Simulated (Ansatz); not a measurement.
A structure relaxed at PBE0/def2-SVP in Ansatz, charge 0, singlet:

```xyz
12

Li    0.4260   -0.1960   -2.2659
Li    1.5776    2.3919   -3.2878
Li    3.4749    0.7009   -1.6662
Li    1.3699   -2.4794    2.6998
Li   -1.5923   -2.4106    3.2719
Li   -3.4808   -0.7410    1.6162
Li   -1.5974    0.6069   -0.3257
Li   -0.8383   -2.1228    0.3720
Li   -0.4386    0.1871    2.3106
Li    0.8629    2.1615   -0.3854
Li   -1.3830    2.4464   -2.7170
Li    1.6192   -0.5450    0.3774
```

(1) Give its formula and point group.

(2) Summarise the bond lengths by kind (pairs closer than 1.2 times the sum of covalent radii, bridged metal pairs left out).

Answers

(1) Li₁₂. Point group D2h (tolerance 0.1 Å).

(2) 22 × Li–Li 2.91 to 3.05 Å.

The restricted singlet is unstable towards broken spin symmetry at other levels; at PBE0/def2-SVP this wasn't settled. Another isomer (singlet) lies 0.53 eV lower at PBE0/def2-TZVP; other spin states weren't run for this one.
